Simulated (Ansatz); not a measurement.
`[OH][Y]([F])[F]`. The species carries charge 0 and has multiplicity 1. Y: def2 effective core potential. Geometry: relaxed with PBE0-D4/def2-TZVP. It is one conformer, not always the lowest.

```xyz
5

O    -0.197   -1.075   -0.910
Y     0.082    0.444    0.376
F    -0.846    0.454    2.155
F     1.292    1.972   -0.101
H    -0.330   -1.795   -1.520
```

Q: What is the dipole moment at r2SCAN/def2-TZVPP? (Best estimate.)

A: Computed: 2.31 D, with components (-0.32, -1.74, -1.48) D in this frame, pointing from negative to positive charge.

Q: And with PBE, B3LYP, ωB97M-V? (Estimate.)

A: Ansatz gave: PBE 2.29 D, B3LYP 2.35 D, ωB97M-V 2.34 D.

Q: Give the Mulliken charges with r2SCAN, PBE, B3LYP in def2-TZVPP. (An estimate is asked.)

A: The calculation gave: 
| atom | r2SCAN | PBE | B3LYP |
| --- | --- | --- | --- |
| O1 | -0.62 | -0.54 | -0.59 |
| Y2 | 1.42 | 1.25 | 1.40 |
| F3 | -0.50 | -0.45 | -0.50 |
| F4 | -0.50 | -0.45 | -0.50 |
| H5 | 0.20 | 0.18 | 0.18 |

B3LYP here is the variant with VWN-RPA as its local correlation; programs differ in this.
